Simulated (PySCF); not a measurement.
Al(H)(Me)(SMe) (C2H7AlS), SMILES [CH3][AlH][S]C. Atoms are numbered in the order given.

```xyz
11

Al    -0.5694     0.8461     0.0000
H     -2.1370     0.5705     0.0000
C      0.2554     2.6119     0.0000
H     -0.0579     3.1919     0.8845
H     -0.0579     3.1919    -0.8845
H      1.3552     2.5629     0.0000
S      0.7235    -0.9101     0.0000
C     -0.4570    -2.3047     0.0000
H     -1.5010    -1.9613     0.0000
H     -0.2823    -2.9187     0.8938
H     -0.2823    -2.9187    -0.8938
```
Charge 0, spin multiplicity 1.

Coordinates come from a PBE0-D3(BJ)/def2-SVP optimisation. The structure was generated by enumeration; whether it is a known compound was not checked. Other conformers were not sampled.

These are PBE0-D3(BJ)/def2-SVP (PySCF) values and carry that method's errors.

Frequencies are harmonic and unscaled.

Computed harmonic wavenumbers and intensities:
```json
[
 {"mode": "1", "ν (cm⁻¹)": "63", "IR (km/mol)": "0.1", "moving atoms (share of kinetic energy)": "H 87 %"},
 {"mode": "2", "ν (cm⁻¹)": "78", "IR (km/mol)": "1.3", "moving atoms (share of kinetic energy)": "H 73 %, C 14 %, S 13 %"},
 {"mode": "3", "ν (cm⁻¹)": "105", "IR (km/mol)": "0.1", "moving atoms (share of kinetic energy)": "H 58 %, C 23 %, Al 17 %"},
 {"mode": "4", "ν (cm⁻¹)": "122", "IR (km/mol)": "1.6", "moving atoms (share of kinetic energy)": "C 41 %, H 28 %, Al 17 %, S 14 %"},
 {"mode": "5", "ν (cm⁻¹)": "215", "IR (km/mol)": "2.3", "moving atoms (share of kinetic energy)": "C 41 %, H 22 %, Al 19 %, S 18 %"},
 {"mode": "6", "ν (cm⁻¹)": "422", "IR (km/mol)": "54.8", "moving atoms (share of kinetic energy)": "H 91 %"},
 {"mode": "7", "ν (cm⁻¹)": "479", "IR (km/mol)": "31.5", "moving atoms (share of kinetic energy)": "S 40 %, Al 35 %, H 14 %, C 11 %"},
 {"mode": "8", "ν (cm⁻¹)": "573", "IR (km/mol)": "35.3", "moving atoms (share of kinetic energy)": "H 82 %, C 8 %"},
 {"mode": "9", "ν (cm⁻¹)": "657", "IR (km/mol)": "78.0", "moving atoms (share of kinetic energy)": "H 75 %, C 17 %"},
 {"mode": "10", "ν (cm⁻¹)": "671", "IR (km/mol)": "80.9", "moving atoms (share of kinetic energy)": "Al 39 %, C 38 %, H 22 %"},
 {"mode": "11", "ν (cm⁻¹)": "730", "IR (km/mol)": "13.6", "moving atoms (share of kinetic energy)": "C 58 %, S 32 %, H 10 %"},
 {"mode": "12", "ν (cm⁻¹)": "754", "IR (km/mol)": "236.4", "moving atoms (share of kinetic energy)": "H 75 %, C 14 %, Al 11 %"},
 {"mode": "13", "ν (cm⁻¹)": "965", "IR (km/mol)": "6.9", "moving atoms (share of kinetic energy)": "H 84 %, C 15 %"},
 {"mode": "14", "ν (cm⁻¹)": "975", "IR (km/mol)": "4.4", "moving atoms (share of kinetic energy)": "H 82 %, C 15 %"},
 {"mode": "15", "ν (cm⁻¹)": "1210", "IR (km/mol)": "27.5", "moving atoms (share of kinetic energy)": "H 79 %, C 21 %"},
 {"mode": "16", "ν (cm⁻¹)": "1335", "IR (km/mol)": "10.8", "moving atoms (share of kinetic energy)": "H 87 %, C 13 %"},
 {"mode": "17", "ν (cm⁻¹)": "1419", "IR (km/mol)": "2.5", "moving atoms (share of kinetic energy)": "H 96 %"},
 {"mode": "18", "ν (cm⁻¹)": "1421", "IR (km/mol)": "3.5", "moving atoms (share of kinetic energy)": "H 95 %"},
 {"mode": "19", "ν (cm⁻¹)": "1449", "IR (km/mol)": "5.8", "moving atoms (share of kinetic energy)": "H 96 %"},
 {"mode": "20", "ν (cm⁻¹)": "1458", "IR (km/mol)": "8.1", "moving atoms (share of kinetic energy)": "H 96 %"},
 {"mode": "21", "ν (cm⁻¹)": "1922", "IR (km/mol)": "180.4", "moving atoms (share of kinetic energy)": "H 96 %"},
 {"mode": "22", "ν (cm⁻¹)": "3046", "IR (km/mol)": "1.6", "moving atoms (share of kinetic energy)": "H 97 %"},
 {"mode": "23", "ν (cm⁻¹)": "3068", "IR (km/mol)": "22.8", "moving atoms (share of kinetic energy)": "H 98 %"},
 {"mode": "24", "ν (cm⁻¹)": "3140", "IR (km/mol)": "2.6", "moving atoms (share of kinetic energy)": "H 91 %, C 9 %"},
 {"mode": "25", "ν (cm⁻¹)": "3162", "IR (km/mol)": "1.9", "moving atoms (share of kinetic energy)": "H 91 %, C 9 %"},
 {"mode": "26", "ν (cm⁻¹)": "3182", "IR (km/mol)": "1.5", "moving atoms (share of kinetic energy)": "H 90 %, C 10 %"},
 {"mode": "27", "ν (cm⁻¹)": "3186", "IR (km/mol)": "2.1", "moving atoms (share of kinetic energy)": "H 90 %, C 10 %"}
]
```
